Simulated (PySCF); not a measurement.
**Worked example: refractive index and permittivity of the vapour**

C4H8BN, SMILES C1CB(CC=1)N.

The structure is a stationary point at B3LYP-D3(BJ)/def2-SVP. This is a generated structure with no PubChem entry under its InChIKey; it may be hypothetical. One conformer was computed; it need not be the lowest.

HF/def2-TZVP in PySCF gives a mean static polarisability of 62.7 bohr³ and a dipole moment of 1.78 D. Take an ideal gas at 298.15 K and 0.01 bar, whether or not the substance is that volatile.

Question: Work out n − 1 in the optical limit and the static ε − 1.

Answer: 
Polarisability volume α' = 62.7 × 0.148185 = 9.29 Å³. Number density N = p/kT = 2.43e-7 Å⁻³.
Dilute limit of Lorentz–Lorenz: n − 1 = 2π N α' = 1.4e-5.
Orientation term of Debye: μ²/(3kT) = 8.098 Å³ × μ²(D²) = 25.66 Å³.
ε − 1 = 4π N (α' + μ²/3kT) = 0.00011. Orientation of the dipole supplies 73 % of the static response; it can't follow optical fields. Vibrational polarisation and dispersion are left out.
